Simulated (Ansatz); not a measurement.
This geometry of H4InNO (7 atoms, charge 0, multiplicity 1) is a first-order saddle point.

All numbers below come from RKS PBE0-D4/def2-mTZVP (Ansatz).

```xyz
7
Properties=species:S:1:pos:R:3
N -0.912 0.530 -1.177
In 0.068 -0.049 0.536
O 1.770 -0.980 0.051
H -1.841 0.121 -1.237
H -1.058 1.536 -1.207
H -0.299 0.117 2.214
H 2.271 -1.274 0.819
```

Task: Which two structures does it join? (They come from a converged band through this point; their orientation in space is the band's.)

Result: No bond is made or broken. The dihedral H4–N1–In2–O3 goes from 19 to -158°. The two ends are copies of one structure, up to a mirror image or an exchange of like atoms.

First end point:

```xyz
7
Properties=species:S:1:pos:R:3
N -0.924 0.743 -0.957
In 0.085 0.066 0.649
O 1.526 -1.164 0.000
H -0.843 0.221 -1.819
H -1.863 1.102 -0.858
H -0.089 0.514 2.290
H 2.108 -1.482 0.697
```

Last end point:

```xyz
7
Properties=species:S:1:pos:R:3
N -1.141 0.465 -0.895
In 0.095 0.074 0.647
O 1.509 -1.190 0.006
H -1.713 1.297 -0.902
H -0.811 0.267 -1.830
H -0.047 0.574 2.276
H 2.108 -1.488 0.697
```

Task: How far does it lie above each of them?

Result: 6.8 kcal/mol above the first and 6.8 kcal/mol above the second. This is the barrier of this one path; another mechanism may lie lower.

The run took 3.2 min on 1 CPU thread of a shared host.
